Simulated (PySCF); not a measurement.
Coordinates in bohr (charge 0 multiplicity 1):
```
Hf    0.0000   -0.3257    0.3577
O     0.0000    0.8721    3.4294
Cl    3.8668    0.5883   -1.7115
Cl   -3.8668    0.5883   -1.7115
```

All numbers come from PBE0 in PySCF with Hf def2-SVP with ECP60, O def2-SVP, Cl def2-SVP; scalar-relativistic core potentials, no spin–orbit coupling; density-fitted integrals.

This geometry of HfOCl₂ is a stationary point at this level.

(1) What is the point group?

(2) Is it a minimum?

(3) List the harmonic modes with their infrared intensities.

(4) What is the atomisation energy, with and without zero-point energy?

## Answers

(1) Cs.

(2) Yes: all harmonic wavenumbers are real.

(3) 
| symmetry | ω (cm⁻¹) | IR (km/mol) | type |
| --- | --- | --- | --- |
| a' | 63 | 29.4 | bend |
| a' | 115 | 15.0 | bend |
| a'' | 189 | 6.2 | bend |
| a' | 369 | 24.8 | stretch |
| a'' | 387 | 93.1 | stretch |
| a' | 959 | 168 | stretch |

(4) 1678 kJ/mol without, 1666 kJ/mol with.

Stability towards spin polarisation was not tested. This need not be the most stable arrangement of these atoms. With an element this heavy the missing spin–orbit coupling can shift these numbers.
